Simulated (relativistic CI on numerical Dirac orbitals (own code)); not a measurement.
## Pd4+: M2,3 absorption edge

Computed with this model: Dirac-Coulomb-Breit CI, KLI orbitals optimised for each configuration, a model potential for QED, multiplet model of core-to-valence dipole absorption, unscaled Slater integrals; configurations [Kr] 4d6 → [Ne] 3s2 3p5 3d10 4s2 4p6 4d7; 300 K; Lorentzian 3 eV and Gaussian 0.4 eV FWHM. Energies are those of the free ion, without screening or charge transfer. The branching ratio is the share of the lower-energy edge in the whole absorption, uncertain by about 0.02 where the edges overlap. S is read from ⟨S²⟩ = S(S + 1).

Computed curve for free ion, scaled to 100 at the maximum (points under 2 are left out and the grid is thinned):

| Energy (eV) | Intensity |
| --- | --- |
| 529.0 | 2.0 |
| 529.5 | 2.2 |
| 530.0 | 2.4 |
| 530.5 | 2.7 |
| 531.5 | 3.3 |
| 532.0 | 3.7 |
| 532.5 | 4.2 |
| 533.0 | 4.8 |
| 533.5 | 5.5 |
| 534.0 | 6.3 |
| 535.0 | 8.8 |
| 535.5 | 10.6 |
| 536.0 | 13.1 |
| 536.5 | 16.4 |
| 537.0 | 21.0 |
| 537.5 | 27.7 |
| 538.0 | 37.5 |
| 539.0 | 70.5 |
| 539.5 | 90.1 |
| 540.0 | 100.0 |
| 540.5 | 94.8 |
| 541.0 | 81.3 |
| 541.5 | 66.6 |
| 542.5 | 39.8 |
| 543.0 | 29.9 |
| 543.5 | 22.7 |
| 544.0 | 17.6 |
| 544.5 | 13.9 |
| 545.0 | 11.2 |
| 545.5 | 9.2 |
| 546.5 | 6.6 |
| 547.0 | 5.7 |
| 547.5 | 4.9 |
| 548.0 | 4.4 |
| 548.5 | 3.9 |
| 549.0 | 3.5 |
| 549.5 | 3.1 |
| 550.5 | 2.6 |
| 551.0 | 2.4 |
| 551.5 | 2.2 |
| 552.0 | 2.0 |
| 563.0 | 2.0 |
| 563.5 | 2.3 |
| 564.5 | 3.3 |
| 565.0 | 4.0 |
| 565.5 | 5.1 |
| 566.0 | 6.6 |
| 566.5 | 8.9 |
| 567.0 | 12.2 |
| 567.5 | 16.2 |
| 568.5 | 20.0 |
| 569.0 | 17.4 |
| 569.5 | 13.7 |
| 570.0 | 10.4 |
| 570.5 | 8.0 |
| 571.0 | 6.2 |
| 572.0 | 3.8 |
| 572.5 | 3.0 |
| 573.0 | 2.5 |
| 573.5 | 2.1 |

The ground state has S = 1.99, and the centroid lies at 544.75 eV.
